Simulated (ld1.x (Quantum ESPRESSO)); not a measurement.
## Ge, RRKJ: configuration errors across variants

- Element: Ge (Z = 32)
- Generator: ld1.x (Quantum ESPRESSO) 7.5
- Type: norm-conserving RRKJ (Kleinman–Bylander form)
- Functional: PBEsol
- Relativity: non-relativistic
- Frozen core: [Ar]
- Valence charge: 14
- Reference configuration: 3d10 4s2 4p0 (charge +2)
- Partial waves: 4s (bound): rc 1.50 bohr; 4p (bound, empty): rc 1.95 bohr; 3d (bound): rc 0.65 bohr
- Local potential: the d channel
- Core correction: none

All-electron excitation energies from the reference (eV): (1) 3d10 4s2 4p1 -15.460; (2) 3d10 4s1 4p2 -7.152; (3) 3d10 4s1 4p3 -15.349.

Tests that are not counted but printed errors over 1 eV. “base”: 3d10 4s2 4p2.3 (solver errors, printed error -78.6 eV); 3d10 4s2 4p2 (solver errors, printed error -53.0 eV); 2 more. “wave 4p (bound): rc 1.95 bohr becomes 4p (bound): rc 2.92 bohr”: 3d10 4s2 4p2.3 (solver errors, printed error -78.6 eV); 3d10 4s2 4p2 (solver errors, printed error -54.9 eV); 2 more.

3 further variants failed, have other tests or too few solved ones, and are left out.

A true bound ghost makes a file unfit for plane-wave use even where its test errors are small: the radial tests pick states by their node count and pass the ghost by. Where a test does run into it, the solver fails or the error is huge.

Errors AE − PS in meV (a dash: test not solved or not reliable):

```tsv
change	(1)	(2)	(3)	bound ghosts
base	+18	-1.0	+7.6	s, p
type TM semilocal; local potential the p channel	+1.5	-0.9	+0.4	not determined
wave 4p (bound): rc 1.95 bohr becomes 4p (bound): rc 2.92 bohr	+18	+9.9	+22	s, p
```

**Question.** Give the same row for: local potential the s channel.

**Answer.** +0.3, -6.2, -11; bound ghosts: none.
